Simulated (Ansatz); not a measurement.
`[CH3][AlH][S]C` + `[OH][InH2]` → `C[S][AlH][O][InH2]` + CH₄ at 600 K and 1 bar (ligand exchange at the Al–C bond).

Program: Ansatz. Geometries: PBE0-D4/def2-TZVP. ΔE: electronic, gas phase. CCSD(T)/CBS is the MP2 limit (def2-TZVPP, def2-QZVPP) plus CCSD(T) − MP2 in def2-TZVPP, frozen cores. This one scheme is used for every species. Elements past krypton have def2 core potentials. For In outer-core shells are correlated without core-valence functions, which leaves a few kJ/mol of doubt a bond. Each species was taken in one conformer, which may not be the lowest.

```
             species  CCSD(T)/CBS energy (Eh)  H − E (kJ/mol)  S (J/(mol·K))
    `[CH3][AlH][S]C`               -720.14936           277.8          455.5
        `[OH][InH2]`               -266.78179           100.4          326.1
`C[S][AlH][O][InH2]`               -946.52991           240.2          555.5
                 CH₄                -40.46206           140.4          215.7
```

H − E and S are ideal-gas, rigid-rotor, harmonic terms from PBE0-D4/def2-TZVP, for one conformer and one mirror image of each species. 1 Eh = 2625.50 kJ/mol, R = 8.31446 J/(mol·K).

**Question.** By hand: ΔE, ΔH, ΔS and ΔG.

**Answer.** ΔE = (-946.52991) + (-40.46206) − (-720.14936) − (-266.78179) = -0.06082 Eh = -159.7 kJ/mol. Δ(H − E) = 240.2 + 140.4 − 277.8 − 100.4 = 2.4, so ΔH = -157.3 kJ/mol. ΔS = 555.5 + 215.7 − 455.5 − 326.1 = -10.4 J/(mol·K). ΔG = -157.3 − 600 × (-10.4)/1000 = -151.1 kJ/mol.

**Question.** By hand: the equilibrium constant, and the temperature at which ΔG would vanish if ΔH and ΔS stayed fixed.

**Answer.** log₁₀ K = −ΔG/(RT ln 10) = 13.2. ΔG = 0 at ΔH/ΔS = 15125 K, far beyond where these terms or the molecules hold.

The number of gas molecules stays the same, so ΔS is small and ΔH decides. A doubt of 5 kJ/mol in ΔE shifts log₁₀ K by 0.4 here. Other conformers and mirror images would add mixing entropy, several J/(mol·K) or more a flexible species. Modes under 60 cm⁻¹, often nearly free rotors, make the harmonic entropy too high. These are equilibria of isolated gas molecules and say nothing of rates. Largest T1 diagnostic: 0.017 (customary marks: 0.02 for closed shells, 0.045 for open ones).
